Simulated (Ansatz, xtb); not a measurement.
# C4H4B2ClF: 5 structures ranked

5 gas-phase structures of C4H4B2ClF, from a drawn sample of its isomers (lower ones may exist). Each was relaxed with GFN2-xTB; where two conformers were screened, the lower at r2SCAN-D4/def2-SVP is listed:

A. `C#CC(=C)B(F)BCl`, a singlet
B. `FC1=CB(Cl)C=CB1`, a singlet
C. `FB1C=CBC=C1Cl`, a singlet
D. `FC1=CBC=CB1Cl`, a singlet
E. `FC1=CBC=C(Cl)B1`, a singlet

Q: Estimate their order in r2SCAN-D4/def2-SVP energy at these geometries, lowest first.

A: Calculated order at r2SCAN-D4/def2-SVP: C (0.0), B (52.0), D (54.8), A (145.4), E (207.8) kJ/mol. Less than 1 kcal/mol parts B and D, so the order within that pair means little.

Energies above the lowest of each column, in kJ/mol; the last columns are at B3LYP/def2-SVP geometries and were run for some of them only (a dash: not run or not comparable):

```csv
structure,GFN2-xTB,HF/STO-3G,r2SCAN-D4/def2-SVP,B3LYP/def2-SVP,CCSD(T)/def2-SVP + ΔMP2/def2-TZVPP
C,0.0,0.0,0.0,0.0,0.0
B,36.1,48.8,52.0,51.4,58.6
D,42.4,54.2,54.8,54.8,62.2
A,77.1,199.2,145.4,–,–
E,114.6,182.2,207.8,–,–
```

Every level run on C puts it lowest or level with the lowest. Flexible structures stand in one conformer each, not always the lowest. Frequencies (GFN2-xTB) were run for B, C, D alone. ΔMP2 is the change of the MP2 energy from the smaller to the larger basis.

Over these structures GFN2-xTB departs from r2SCAN-D4/def2-SVP by 34.2 kJ/mol on average once a common shift is removed. A GFN2-xTB relaxation took about 0.078 s and the r2SCAN-D4/def2-SVP energy about 2 s on a shared host (Ansatz 0.2.0, xtb 6.7.1).
